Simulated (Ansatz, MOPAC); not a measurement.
Diatomic GaCl, closed-shell singlet (the spin of the measured ground state). No spin–orbit coupling. Ga is treated without relativity.

Constants: fifth-degree fit in 1/R to seven points, most abundant isotopes. Runs in def2 and cc sets follow the lowest solution found near the PBE0 minimum. The singlet is held restricted.

Correlated levels freeze the inner cores; with def2 sets outer-core shells near the valence are correlated too. CBS: X⁻³ extrapolation of the correlation energy, Hartree–Fock from the larger set. The state reached by PM7 isn't checked; PM7 holds dispersion and hydrogen-bond terms.

The values were computed with Ansatz (a first-principles code); MOPAC for PM7 (differences of heats of formation). Values without a source in brackets are computed.

### Question
What bond length and harmonic frequency does PM7 give?

### Answer
r_e = 2.247 Å, ω_e = 364 cm⁻¹.

### Question
What bond length and harmonic frequency does CCSD/def2-QZVPP give, and what D_e (from each atom's lowest state at the same level)?

### Answer
r_e = 2.203 Å, ω_e = 372 cm⁻¹, D_e = 4.73 eV.

### Question
What bond length and harmonic frequency does CCSD(T)/CBS(def2-TZVPP, def2-QZVPP) give, and what D_e (from each atom's lowest state at the same level)?

### Answer
r_e = 2.198 Å, ω_e = 371 cm⁻¹, D_e = 4.97 eV.

Measured for the ground state: r_e 2.2017 Å [microwave values compiled in ACS Omega 2, 8373 (2017)]. ω_e 365.3 cm-1, ω_e x_e 1.2 cm-1, B_e 0.1499 cm-1, α_e 0.0007936 cm-1 [Huber and Herzberg (1979), NIST Chemistry WebBook]. D_0 4.76 ± 0.14 eV (a handbook's tabulated 298 K bond energy less 3RT/2; such tables hold older values) [Luo, bond dissociation energies, CRC Handbook].
